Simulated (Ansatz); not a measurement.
Isolated molecules relaxed with PBE0-D4/def2-TZVP in Ansatz; ΔE leaves out vibrations. CBS: MP2 limit from def2 TZ/QZ plus the TZ coupled-cluster correction, frozen cores. This one scheme is used for every species. DFT in def2-TZVPP. B3LYP here is the variant with VWN-RPA as its local correlation; programs differ in this. For Ge outer-core shells are correlated without core-valence functions, which leaves a few kJ/mol of doubt a bond. Scalar relativity is left out up to krypton.

Consider the hydrogenolysis of the Si–Ge bond: `F[Si]1([GeH3])CS1` + H₂ → `F[SiH]1CS1` + GeH₄.

`F[Si]1([GeH3])CS1`:

Z-matrix (Å, degrees):
```
Si
Ge 1 2.363
C 1 1.831 2 124.2
F 1 1.597 2 110.5 3 -147.1
S 1 2.073 2 120.2 3 68.6
H 2 1.534 1 107.6 3 -21.8
H 2 1.534 1 109.7 3 -141.1
H 2 1.536 1 110.6 3 98.1
H 3 1.087 1 118.9 2 -149.2
H 3 1.086 1 121.8 2 2.3
```

H₂:

```xyz
2

H    -0.126   -0.140    0.322
H     0.126    0.140   -0.322
```

`F[SiH]1CS1`:

```xyz
7

F    -0.035    1.982   -0.832
Si    0.474    0.731    0.005
C    -0.434   -0.844   -0.114
S    -0.650   -0.005    1.567
H     1.940    0.823    0.093
H    -1.364   -0.885   -0.674
H     0.070   -1.802   -0.044
```

GeH₄:

```xyz
5

Ge    0.000    0.000    0.000
H    -0.812    0.946   -0.895
H    -0.957   -0.864    0.831
H     0.891    0.824    0.939
H     0.877   -0.905   -0.875
```

**Question.** Is it downhill or uphill in electronic energy at CCSD(T)/CBS, and by how much? (Estimate.)

**Answer.** Computed: Nearly level: ΔE = +2.7 kJ/mol.

**Question.** What do these levels give: B3LYP-D4, ωB97X-V, ωB97M-V, B2PLYP, HF/def2-TZVPP, MP2/def2-TZVPP, SCS-MP2/def2-TZVPP, CCSD/def2-TZVPP, CCSD(T)/def2-TZVPP, HF/def2-QZVPP, HF/CBS(def2), MP2/CBS(def2)? (An estimate is asked.)

**Answer.** The calculation gave: B3LYP-D4 2.7, ωB97X-V -2.5, ωB97M-V -2.0, B2PLYP -5.3, HF/def2-TZVPP -31.8, MP2/def2-TZVPP 3.6, SCS-MP2/def2-TZVPP -4.5, CCSD/def2-TZVPP -6.9, CCSD(T)/def2-TZVPP -1.1, HF/def2-QZVPP -33.0, HF/CBS(def2) -33.1, MP2/CBS(def2) 7.4 kJ/mol.

Largest T1 diagnostic among the species: 0.013.

The D4 term adds +11.7 kJ/mol with B3LYP and +6.6 kJ/mol with PBE0; it sums over pairs of atoms, weighted by their polarisabilities, and B3LYP, whose exchange is more repulsive, gets the larger term. From PBE to PBE0 (25 % exact exchange), in def2-TZVPP and without D4, ΔE moves by −6.0 kJ/mol. In def2-TZVPP, CCSD(T) changes the Hartree–Fock value by +30.6 kJ/mol (the triples alone add +5.8 kJ/mol) and MP2 by +35.4 kJ/mol.
